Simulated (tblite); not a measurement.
Species: C5H11GaO2.
Atom-mapped SMILES: `[CH3:1][O+:2]([GaH3-:3])/[CH:4]=[C:5]1/[CH2:6][CH2:7][O:8]1` (hydrogens: H9, H10, H11 on C1; H12, H13, H14 on Ga3; H15 on C4; H16, H17 on C6; H18, H19 on C7)
Bond orders are those of one Lewis drawing.

Computed with GFN2-xTB (tblite), gas phase: L-BFGS steps from a force-field or distance-geometry start until the largest atomic force falls under 0.01 eV/Å.

Step 9: E = -696.3272 eV
```
atom  x, y, z in Å  |  force x, y, z in eV/Å
C1     -1.7292    0.8032    1.6475    0.027   0.009  -0.091
O2     -1.2560    0.5575    0.3270    0.042  -0.098  -0.004
Ga3    -1.1663    2.1122   -1.0559   -0.003  -0.055   0.041
C4     -0.6983   -0.7031    0.1332   -0.056  -0.020  -0.049
C5      0.6061   -0.8744   -0.0174    0.000  -0.105   0.030
C6      1.4958   -2.0336   -0.3495    0.070   0.032  -0.106
C7      2.5275   -0.9173   -0.5867   -0.030   0.089   0.023
O8      1.6140    0.0506   -0.0303   -0.053   0.006  -0.137
H9     -2.0943    1.8307    1.6349   -0.036   0.025   0.056
H10    -2.5410    0.1189    1.9123   -0.006  -0.014  -0.076
H11    -0.9162    0.7041    2.3707    0.019   0.028   0.020
H12    -2.7121    2.1528   -1.3050    0.091   0.032   0.003
H13    -0.2939    1.4762   -2.1676   -0.016  -0.007   0.033
H14    -0.5898    3.2525   -0.1712    0.019  -0.050  -0.007
H15    -1.3834   -1.5353    0.0094   -0.004   0.090   0.216
H16     1.2070   -2.6532   -1.1900   -0.006   0.011  -0.140
H17     1.7311   -2.6729    0.5006   -0.025   0.064   0.010
H18     2.7259   -0.6798   -1.6372   -0.028  -0.098   0.104
H19     3.4632   -0.9799   -0.0323   -0.004   0.060   0.073
```

Step 10: E = -696.3332 eV
```
atom  x, y, z in Å  |  force x, y, z in eV/Å
C1     -1.7307    0.8049    1.6470    0.069  -0.032  -0.151
O2     -1.2518    0.5568    0.3292    0.046  -0.045  -0.098
Ga3    -1.1652    2.1119   -1.0561    0.021  -0.053   0.042
C4     -0.6965   -0.7044    0.1292   -0.152  -0.002   0.055
C5      0.6068   -0.8789   -0.0207   -0.051  -0.033   0.028
C6      1.4981   -2.0349   -0.3523    0.068   0.056  -0.087
C7      2.5277   -0.9156   -0.5855   -0.035   0.101  -0.007
O8      1.6081    0.0520   -0.0366    0.004  -0.029  -0.141
H9     -2.0952    1.8320    1.6357   -0.044   0.028   0.038
H10    -2.5375    0.1174    1.9086   -0.081  -0.040  -0.053
H11    -0.9188    0.7034    2.3663    0.085   0.036   0.115
H12    -2.7136    2.1539   -1.3046    0.114   0.031   0.006
H13    -0.2908    1.4708   -2.1689   -0.041   0.015   0.059
H14    -0.5857    3.2523   -0.1660    0.002  -0.077  -0.035
H15    -1.3872   -1.5335    0.0269   -0.001   0.054   0.180
H16     1.2098   -2.6521   -1.1938    0.001  -0.003  -0.165
H17     1.7246   -2.6751    0.4980    0.014   0.041   0.030
H18     2.7268   -0.6804   -1.6368   -0.011  -0.100   0.117
H19     3.4613   -0.9712   -0.0270   -0.008   0.050   0.067
```

Step 11: E = -696.3407 eV
```
atom  x, y, z in Å  |  force x, y, z in eV/Å
C1     -1.7313    0.8064    1.6442    0.094  -0.065  -0.149
O2     -1.2460    0.5557    0.3298    0.034   0.046  -0.169
Ga3    -1.1634    2.1107   -1.0557    0.054  -0.050   0.042
C4     -0.6958   -0.7063    0.1253   -0.194   0.006   0.161
C5      0.6064   -0.8850   -0.0244   -0.096   0.053  -0.005
C6      1.5019   -2.0362   -0.3574    0.024   0.055  -0.035
C7      2.5276   -0.9119   -0.5836   -0.030   0.067  -0.028
O8      1.5999    0.0536   -0.0472    0.032  -0.044  -0.116
H9     -2.0971    1.8338    1.6374   -0.034  -0.003   0.005
H10    -2.5343    0.1149    1.9026   -0.123  -0.045  -0.039
H11    -0.9208    0.7033    2.3627    0.116   0.043   0.168
H12    -2.7132    2.1559   -1.3041    0.126   0.030   0.008
H13    -0.2877    1.4644   -2.1694   -0.063   0.036   0.080
H14    -0.5804    3.2503   -0.1601   -0.012  -0.101  -0.062
H15    -1.3926   -1.5308    0.0525   -0.019  -0.015   0.132
H16     1.2136   -2.6505   -1.2015    0.028   0.007  -0.152
H17     1.7167   -2.6769    0.4950    0.058   0.016   0.024
H18     2.7280   -0.6829   -1.6345    0.029  -0.080   0.077
H19     3.4586   -0.9593   -0.0192   -0.025   0.042   0.057
```

Q: Estimate the geometry and energy of step 12. (The exact step hangs on the optimiser's Hessian estimate; all steps are aligned on step 11, rigid shifts and turns removed.)

A: E = -696.3496 eV, largest force 0.288 eV/Å
```
atom  x, y, z in Å  |  force x, y, z in eV/Å
C1     -1.7304    0.8073    1.6388    0.090  -0.075  -0.083
O2     -1.2385    0.5556    0.3277    0.003   0.129  -0.170
Ga3    -1.1601    2.1085   -1.0547    0.085  -0.043   0.040
C4     -0.6972   -0.7088    0.1235   -0.168   0.000   0.234
C5      0.6042   -0.8919   -0.0292   -0.123   0.122  -0.059
C6      1.5065   -2.0373   -0.3643   -0.056   0.037   0.035
C7      2.5272   -0.9066   -0.5811   -0.021  -0.004  -0.034
O8      1.5894    0.0554   -0.0626    0.020  -0.034  -0.070
H9     -2.1000    1.8352    1.6393   -0.009  -0.062  -0.038
H10    -2.5321    0.1114    1.8940   -0.109  -0.020  -0.043
H11    -0.9217    0.7041    2.3609    0.094   0.044   0.154
H12    -2.7101    2.1589   -1.3031    0.129   0.028   0.009
H13    -0.2851    1.4569   -2.1683   -0.076   0.052   0.090
H14    -0.5740    3.2457   -0.1539   -0.021  -0.115  -0.081
H15    -1.4000   -1.5278    0.0874   -0.041  -0.084   0.082
H16     1.2193   -2.6481   -1.2139    0.069   0.041  -0.094
H17     1.7077   -2.6787    0.4912    0.102  -0.006  -0.008
H18     2.7303   -0.6875   -1.6306    0.087  -0.043  -0.004
H19     3.4546   -0.9433   -0.0084   -0.055   0.032   0.041
```

The energy changes by -0.0089 eV. The first-order estimate −F·Δx gives -0.0119 eV and the mean of the old and new forces, exact on a quadratic surface, -0.0089 eV. The step makes an angle of 68° with the force vector and moves no atom by more than 0.036 Å.

The cost below is that of the whole relaxation. On Arm Neoverse V2, one thread, shared host with 192 logical CPUs at a one-minute load of 77, this took 0.92 s.
